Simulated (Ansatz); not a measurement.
Input for Ansatz (a quantum-chemistry and plane-wave program): U-r2SCAN/def2-TZVPP on C3H3 (SMILES C#C[CH2]), 2S+1 = 2, atoms moved off the minimum.

Ansatz 0.2 input:
```yaml
crystal:
  periodic: [false, false, false]
  atoms:
    - {symbol: C, position_ang: [1.28528649, -0.11600181, 0.05412417]}
    - {symbol: C, position_ang: [0.16284949, 0.08296570, 0.03347700]}
    - {symbol: C, position_ang: [-1.26506665, 0.13837375, -0.15787876]}
    - {symbol: H, position_ang: [2.37084925, -0.28074543, 0.23676952]}
    - {symbol: H, position_ang: [-1.63274171, 0.97537845, -0.59697450]}
    - {symbol: H, position_ang: [-1.84662123, -0.58576509, 0.21783732]}
basis:
  gaussian:
    orbitals: def2-TZVPP
hamiltonian:
  xc: {name: r2SCAN}
magnetization: {spin_polarized: true, initial_magnetization: 1}
output: {forces: true}
```

It printed:

```
WARN ansatz: RAYON_NUM_THREADS=1 ignored (pool sized by the plan → 1); use --threads N
Functional definition: r2SCAN
integrals: 0.03 GiB planned
717 factors; their error is unknown
mean field: 0.47 GiB planned
mean field evaluation 1: about -3148.0274 eV, gradient 3.8e1 eV
mean field evaluation 2: about -3146.4917 eV, gradient 4.1e1 eV
mean field evaluation 4: about -3155.0245 eV, gradient 4.3e0 eV
mean field evaluation 8: about -3155.1168 eV, gradient 1.4e-1 eV
mean field evaluation 16: about -3155.1007 eV, gradient 7.1e-4 eV
mean field -3155.10071012 eV, -115.9478124929 hartree, gradient 5.3e-5 eV, S^2 0.769969; 0 other end points of the search recorded, 0 dependent functions left out
the calculation of the forces begins
reference -3155.10072107 eV, -115.9478128951 hartree; 11, 10 occupied and 124, 125 virtual orbitals, 717 factors
Total energy: -3155.10072107 eV, -115.9478128951 hartree
Atom 0 at     1.285286    -0.116002     0.054124 Å, force    10.960448    -1.666895     0.946583 eV/Å
Atom 1 at     0.162849     0.082966     0.033477 Å, force   -11.164006     1.012172    -0.863973 eV/Å
Atom 2 at    -1.265067     0.138374    -0.157879 Å, force     5.278060     0.607215     0.355458 eV/Å
Atom 3 at     2.370849    -0.280745     0.236770 Å, force    -1.708673     0.307693    -0.439676 eV/Å
Atom 4 at    -1.632742     0.975378    -0.596974 Å, force    -1.308593     2.229678    -1.244594 eV/Å
Atom 5 at    -1.846621    -0.585765     0.217837 Å, force    -2.057236    -2.489864     1.246203 eV/Å
Dipole moment:    -0.035223    -0.017000     0.017583 e Å
```

Self-consistency was reached.

Cost: around 4 core-seconds (rough).
